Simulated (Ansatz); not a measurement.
```yaml
crystal:
  periodic: [false, false, false]
  atoms:
    - {symbol: B, position_ang: [-1.114381, 0.410840, -0.742976]}
    - {symbol: Si, position_ang: [0.328403, 1.104617, 0.602742]}
    - {symbol: C, position_ang: [0.499014, -0.530245, 1.079698]}
    - {symbol: N, position_ang: [0.036691, -0.563322, -0.560933]}
    - {symbol: H, position_ang: [-1.210594, 0.455526, -1.912974]}
    - {symbol: H, position_ang: [-2.055663, 0.303107, 0.064005]}
    - {symbol: H, position_ang: [1.798958, 1.318663, -0.218125]}
    - {symbol: H, position_ang: [1.388130, -1.102811, 1.238950]}
    - {symbol: H, position_ang: [-0.417398, -0.742873, 1.595140]}
    - {symbol: H, position_ang: [0.728230, -0.756916, -0.978262]}
basis:
  gaussian: {orbitals: 6-31G, final_grid: {core_spheres: 20, valence_spheres: 16, degree: 47}, nuclear_model: gaussian}
hamiltonian: {xc: {name: HF}, dispersion: rvv10}
```

```sh
$ ansatz run in.yaml --threads 2 --pin off --events-out ev --progress --plain --max-ram 4352MiB
```

(1) How does Ansatz answer? (Estimate.)

Answers

(1) The calculation gave: The input was rejected before any iteration.
```
Error: inconsistent input (hamiltonian.dispersion, hamiltonian.xc): `dispersion: rvv10` has no transferable b for PBE exchange — Sabatini et al. (2013) fitted b=6.3 to rPW86, and the PBE refits of Peng & Perdew (2017) are task-dependent (b=6.6 S22 / b=10.0 layered). Use `xc: {exchange: rpw86, correlation: pbe}` for the original rVV10 or `xc: r2scan` for the r²SCAN+rVV10 pairing
```
